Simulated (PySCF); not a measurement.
**Basis-set dependence of population analyses: `CNc1ccncc1`**

C6H8N2.
Geometry (PBE0-D3(BJ)/def2-SVP, Å), atoms numbered from 1 in this order:
```
atom  x, y, z in Å
C1     2.785    0.301   -0.053
N2     1.681   -0.567   -0.338
C3     0.380   -0.239   -0.103
C4    -0.651   -1.183   -0.288
C5    -1.965   -0.807   -0.056
N6    -2.344    0.409    0.341
C7    -1.369    1.297    0.518
C8    -0.015    1.044    0.322
H9     2.694    1.257   -0.596
H10    3.716   -0.175   -0.386
H11    2.886    0.536    1.024
H12    1.879   -1.544   -0.498
H13   -0.418   -2.200   -0.615
H14   -2.765   -1.543   -0.201
H15   -1.678    2.297    0.846
H16    0.715    1.834    0.499
```

PBE0 throughout (PySCF), one geometry, spherical d and f functions. One conformer (not necessarily the lowest) at the PBE0-D3(BJ)/def2-SVP geometry, without solvent, vibrations or thermal averaging. Atoms taken as equivalent share a column and are averaged. The first 7 of 10 kinds of atom are listed.

Mulliken charges (e):

| basis | functions | C1 | N2 | C3 | C4/C8 | C5/C7 | N6 | H9/H10/H11 |
| --- | --- | --- | --- | --- | --- | --- | --- | --- |
| STO-3G | 48 | -0.143 | -0.307 | +0.093 | -0.116 | +0.003 | -0.256 | +0.095 |
| pcSseg-0 | 88 | -0.387 | -0.794 | +0.196 | -0.267 | +0.098 | -0.675 | +0.239 |
| 6-31G | 88 | -0.312 | -0.758 | +0.332 | -0.177 | -0.035 | -0.405 | +0.183 |
| 6-31G* | 128 | -0.376 | -0.676 | +0.389 | -0.250 | -0.007 | -0.405 | +0.189 |
| cc-pVDZ | 152 | +0.013 | -0.234 | +0.156 | -0.109 | +0.119 | -0.242 | +0.056 |
| def2-SVP | 152 | +0.047 | -0.238 | +0.147 | -0.112 | +0.053 | -0.194 | +0.054 |
| pcSseg-1 | 176 | -0.091 | -0.548 | +0.246 | -0.220 | +0.154 | -0.429 | +0.124 |
| aug-cc-pVDZ | 256 | +0.842 | -0.388 | +0.171 | +1.708 | -0.237 | -0.363 | -0.180 |
| 6-311+G(2d,p) | 264 | -0.345 | -0.313 | +0.273 | -0.046 | -0.164 | -0.327 | +0.155 |
| def2-TZVP | 296 | -0.301 | -0.257 | +0.220 | -0.204 | -0.058 | -0.226 | +0.140 |

IAO charges (e):

```csv
basis,functions,C1,N2,C3,C4/C8,C5/C7,N6,H9/H10/H11
STO-3G,48,-0.312,-0.241,+0.070,-0.192,-0.059,-0.206,+0.141
pcSseg-0,88,-0.314,-0.297,+0.121,-0.238,-0.021,-0.293,+0.148
6-31G,88,-0.331,-0.313,+0.129,-0.237,-0.026,-0.296,+0.152
6-31G*,128,-0.304,-0.319,+0.143,-0.238,+0.001,-0.314,+0.144
cc-pVDZ,152,-0.303,-0.315,+0.142,-0.243,-0.001,-0.309,+0.143
def2-SVP,152,-0.294,-0.306,+0.139,-0.240,+0.001,-0.308,+0.140
pcSseg-1,176,-0.302,-0.319,+0.140,-0.245,-0.001,-0.317,+0.144
aug-cc-pVDZ,256,-0.312,-0.330,+0.144,-0.248,-0.001,-0.324,+0.147
"6-311+G(2d,p)",264,-0.314,-0.331,+0.144,-0.247,0.000,-0.325,+0.148
def2-TZVP,296,-0.312,-0.329,+0.146,-0.248,+0.001,-0.323,+0.147
```

Some averages cover members that differ in this geometry, most widely: C4/C8, Mulliken in 6-311+G(2d,p) -0.517 to +0.425; C4/C8, Mulliken in aug-cc-pVDZ +1.566 to +1.850; H9/H10/H11, Mulliken in aug-cc-pVDZ -0.352 to -0.087; C5/C7, Mulliken in 6-311+G(2d,p) -0.269 to -0.059 e.

Q: Which scheme is steadiest as the basis changes?

A: Largest range over the bases for any column: IAO 0.12 e, Mulliken 1.97 e. IAO charges move least and Mulliken charges most, counted in e. Without the minimal STO-3G basis the ranges are IAO 0.04, Mulliken 1.97 e.

Q: How much do the charges still move between the two largest bases, 6-311+G(2d,p) and def2-TZVP?

A: At most, over all atoms: Mulliken 0.643 e, IAO 0.002 e.

Q: What do the same runs give for the total energy, the frontier levels and the dipole moment?

A: 
```
        basis  energy (Eh)  HOMO (eV)  LUMO (eV)  μ (D)
       STO-3G    -338.3039      -4.00       2.82   4.35
     pcSseg-0    -341.7671      -6.31      -0.10   4.97
        6-31G    -342.4494      -6.05       0.19   4.83
       6-31G*    -342.5423      -6.02       0.25   4.48
      cc-pVDZ    -342.5728      -6.09       0.07   4.42
     def2-SVP    -342.3054      -6.20      -0.03   4.54
     pcSseg-1    -342.5066      -6.30      -0.16   4.63
  aug-cc-pVDZ    -342.5927      -6.29      -0.31   4.56
6-311+G(2d,p)    -342.6429      -6.31      -0.26   4.60
    def2-TZVP    -342.6709      -6.28      -0.18   4.53
```

The dipole is fixed by the density alone, so its range of 0.62 D shows that the density itself changes with the basis, not only its division among atoms.
